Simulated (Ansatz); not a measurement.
Born–Oppenheimer molecular dynamics of CH6O2Si2 (11 atoms, charge 0, multiplicity 1). It starts from a relaxed structure.

These are results of UKS PBE-D4/STO-3G in Ansatz, not measurements.

- ensemble: NVT, Nosé–Hoover chain
- time step: 0.5 fs
- steps asked: 178
- set temperature: 3000 K
- thermostat: time constant 100 fs, chain length 3 (defaults)
- masses: H 3.016 u
- seed: 326684

First frame:

```xyz
11
Properties=species:S:1:pos:R:3
O -1.315 2.115 0.307
Si 0.096 1.145 0.168
C 0.128 -0.611 0.909
Si 0.441 -1.171 -0.869
O 0.309 0.484 -1.445
H -2.069 1.495 -0.033
H 1.157 2.057 0.596
H -0.823 -0.954 1.348
H 0.940 -0.806 1.628
H 1.761 -1.755 -1.118
H -0.561 -2.055 -1.470
```

How far do the bonds stretch over the last three quarters of this one trajectory? (Pairs bonded in most of those frames.)


| bond | mean (Å) | spread (Å) | shortest | longest |
| --- | --- | --- | --- | --- |
| O1–Si2 | 1.745 | 0.038 | 1.69 | 1.80 |
| O1–H6 | 1.069 | 0.089 | 0.93 | 1.19 |
| Si2–C3 | 1.988 | 0.147 | 1.71 | 2.17 |
| Si2–Si4 | 2.567 | 0.049 | 2.47 | 2.64 |
| Si2–O5 | 1.766 | 0.045 | 1.70 | 1.84 |
| Si2–H7 | 1.481 | 0.032 | 1.42 | 1.53 |
| C3–Si4 | 1.924 | 0.085 | 1.77 | 2.08 |
| C3–H8 | 1.124 | 0.054 | 1.01 | 1.27 |
| C3–H9 | 1.132 | 0.088 | 0.98 | 1.27 |
| Si4–O5 | 1.764 | 0.013 | 1.74 | 1.78 |
| Si4–H10 | 1.482 | 0.050 | 1.40 | 1.56 |
| Si4–H11 | 1.520 | 0.154 | 1.28 | 1.73 |

Mean temperature of the second half: 1693 K. The conserved energy stayed within 1 meV per atom of its start (net change 0.71 meV per atom), so the integration is sound. The mean temperature of the second half is 44 % below the set value. A run of 0.089 ps of so small a system gives no equilibrium averages. Limits of this set-up: minimal basis.

The run took 9.9 min on 1 thread of Arm Neoverse V2, on a shared host, peak memory 0.12 GiB.
